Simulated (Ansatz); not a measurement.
A search over several starts for the lowest SCF solution of the cluster Zr₄ at the given spin, in a small basis.

```yaml
crystal:
  periodic: [false, false, false]
  atoms:
    - {symbol: Zr, position_ang: [-1.160375, 0.655129, -1.071218]}
    - {symbol: Zr, position_ang: [-0.374038, 0.828333, 1.448016]}
    - {symbol: Zr, position_ang: [1.697927, 0.189908, -0.067426]}
    - {symbol: Zr, position_ang: [-0.163513, -1.673380, -0.309372]}
basis:
  gaussian: {orbitals: def2-SVP, initial_orbitals: start.molden}
hamiltonian: {xc: pbe0, dispersion: d4}
output: {orbitals: {seedname: orbitals}}
```

The file start.molden holds the orbitals of an earlier run on this structure, at another level or in another basis.

```sh
$ ansatz run in.yaml --threads 4 --pin off --events-out ev --progress --plain --max-ram 3916MiB
```

Shortened log:

```
Functional definition: PBE0
1412 factors; their error is unknown
mean field evaluation 1: about -5074.3997 eV, gradient 1.6e2 eV
mean field evaluation 2: about -5088.2158 eV, gradient 1.9e1 eV
mean field evaluation 4: about -5105.2410 eV, gradient 1.2e1 eV
mean field evaluation 8: about -5110.8021 eV, gradient 5.5e0 eV
mean field evaluation 16: about -5111.2449 eV, gradient 1.8e-5 eV
mean field evaluation 32: about -5111.2449 eV, gradient 2.2e-2 eV
mean field -5111.24491310 eV, -187.8347860301 hartree, gradient 1.8e-5 eV, S^2 0.000000; 7 other end points of the search recorded, 0 dependent functions left out
reference -5111.24493917 eV, -187.8347869881 hartree; 24, 24 occupied and 100, 100 virtual orbitals, 1412 factors
Total energy: -5111.39455574 eV, -187.8402852959 hartree
```

It took 9 s on 4 threads of Arm Neoverse V2 on a shared host.

In the def2 sets Zr takes a core potential; there is no spin–orbit coupling. The restricted singlet is unstable towards broken spin symmetry at other levels; at PBE0-D4/def2-SVP this wasn't settled. At PBE0-D4/def2-TZVP a quintet of charge 0 lies 0.87 eV below the restricted singlet, each at its own geometry. The structure comes from a short search, and lower isomers may exist.
